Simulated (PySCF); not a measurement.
A structure optimised at B3LYP-D3(BJ)/def2-SVP, used in a PySCF frequency run:

```
O
C 1 1.4089
H 2 1.1023 1 109.17
H 2 1.1024 3 108.71 1 119.51
H 2 1.1033 3 108.89 4 118.86
W 1 1.8804 2 140.71 3 -123.07
O 6 1.7196 1 110.22 2 -127.25
N 6 1.7637 7 111.52 1 -122.00
H 8 1.0191 6 147.02 7 -1.09
S 6 2.3749 7 109.94 8 -113.10
H 10 1.3575 6 94.75 7 -47.87
```

Task: Write its SMILES and formula.

Result: C[O][W](=[NH])(=[O])[SH], CH5NO2SW

Task: What are its rotational constants (standard atomic weights)?

Result: 2.4769, 1.4247, 1.2074 GHz
